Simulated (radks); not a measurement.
Task: All-electron atom: Br I in [Ar] 3d10 4s2 4p5 (the NIST ground configuration). Method: scalar-relativistic Kohn-Sham, PBEsol, spin-polarised, spherical densities, finite nucleus; open shells are filled with parallel spins first; Fermi nuclear charge, rms radius 4.1629 fm; hard spherical wall at 2.5 bohr; computed with a radial shooting solver on a logarithmic mesh with Libxc functionals. Some entries of the table are withheld. Estimate them.

orbital,occ.,eigenvalue (hartree),<r> (bohr),<r^2> (bohr^2)
1s up,1,-487.8756,0.04277,0.002464
1s down,1,-487.8708,0.04277,0.002464
2s up,1,-62.55834,0.1897,0.04244
2s down,1,-62.55547,0.1897,0.04244
2p up,3,-55.05352,0.1656,0.03356
2p down,3,-55.04896,0.1656,0.03356
3s up,1,-7.72248,0.5539,0.3535
3s down,1,-7.71677,0.5539,0.3533
3p up,3,-5.36141,0.5681,0.3790
3p down,3,-5.35499,0.5678,0.3786
3d up,5,-1.46282,0.6029,0.4535
3d down,5,-1.45465,0.6016,0.4510
4s up,1,0.16175,1.393,2.118
4s down,1,0.20128,1.392,2.115
4p up,3,0.78808,1.445,2.276
4p down,2,0.82845,1.444,2.274
4d up,0,1.86838,(1),2.454
4d down,0,1.90795,(2),2.456
5s up,0,3.95023,1.481,2.550
5s down,0,3.97866,1.482,2.551
5p up,0,4.60924,1.453,2.481
5p down,0,4.63752,1.453,2.482

Result: 
(1) 4d up <r> (bohr): 1.489
(2) 4d down <r> (bohr): 1.489
